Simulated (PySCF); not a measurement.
A GIAO shielding run with PySCF 2.14.0 with density-fitted response routines (density fitting, non-relativistic, gas phase) on SMILES CC(=S)C1=C[Si@@H](N[SiH3])C=C1, C₆H₁₁NSSi₂:

```
$ OMP_NUM_THREADS=1 python probes_run.py task.json out

{"job": {"kind": "nmr", "xc": "PBE0", "basis": "pcSseg-1"}, "charge": 0, "multiplicity": 1}
C      3.531688    -0.148459     0.817894
C      2.809098     0.245873    -0.429813
S      3.656742     0.912797    -1.666960
C      1.382134     0.030095    -0.514685
C      0.625616    -0.518674     0.465023
Si    -1.172423    -0.639863    -0.100678
N     -2.225305     0.208696     0.976494
Si    -3.959961     0.160235     1.030074
C     -0.675887     0.192348    -1.719433
C      0.638440     0.423051    -1.720526
H      3.128890     0.388816     1.676779
H      3.413907    -1.216004     1.004160
H      4.590536     0.078717     0.723538
H      1.044276    -0.854387     1.397409
H     -1.653772    -2.011252    -0.245940
H     -1.812228     1.014583     1.419258
H     -4.326028     0.863466     2.259114
H     -4.326653    -1.253022     1.058260
H     -4.562910     0.813004    -0.136942
H     -1.295604     0.447734    -2.562787
H      1.180525     0.879189    -2.534872
```

Hardware: 1 thread of an Arm Neoverse N1, shared host. The job also computes population analyses, field gradients, ring-centre shieldings.

(1) How large is the calculation?

(2) How long does it take, and how much memory does it need?

Answers

(1) 98 electrons, 246 basis functions and 1339 auxiliary functions.

(2) 2.8 min of wall time, with 15 SCF cycles and 6 response iterations; peak memory 1.2 GiB. Times on a shared host scatter by some tens of per cent.
